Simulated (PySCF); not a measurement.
How methods differ on the ionisation energy of C⁺

C⁺ [He] 2s2 2p1 (2P) → C²⁺ [He] 2s2 (1S), as a difference of total energies. Computed with PySCF 2.14 in aug-cc-pVQZ (6s5p4d3f2g, 80 functions), with no relativity, point nucleus. Correlated levels: valence: 1s2 frozen. The calculations carry no spin-orbit coupling.

Order these methods by the ionisation energy they give, lowest first.
A. MP2 (valence)
B. SCS-MP2 (valence)
C. UHF
D. CCSD (valence)

C (24.170 eV), D (24.241 eV), B (24.376 eV), A (24.416 eV).

Errors of the correlated levels include the incompleteness of this basis and the frozen core.

The coupled-cluster amplitudes are large for C²⁺ (T1 above 0.03 or a double amplitude above 0.15), so a single reference is strained.

For comparison: 24.378 eV (measured; NIST levels, between the centres of gravity of the two terms).
